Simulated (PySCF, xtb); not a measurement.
Cl₂GeH₄Si, SMILES Cl[SiH](Cl)[GeH3].

Harmonic wavenumbers (cm⁻¹) from GFN2-xTB in xtb 6.7.1 at its own minimum, in rising order: 38, 83, 114, 158, 335, 406, 414, 500, 517, 617, 627, 806, 877, 878, 1988, 2070, 2072, 2244.

What does PBE-D3(BJ)/def2-SVP (PySCF) give at its own minimum? (An estimate is asked for; the answer gives what the named calculation found.)

88, 100, 120, 182, 325, 446, 459, 519, 567, 716, 767, 777, 847, 848, 2078, 2095, 2103, 2176. Paired by order, the mean absolute difference is 45 cm⁻¹ and the zero-point energies are 21.1 and 21.7 kcal/mol.
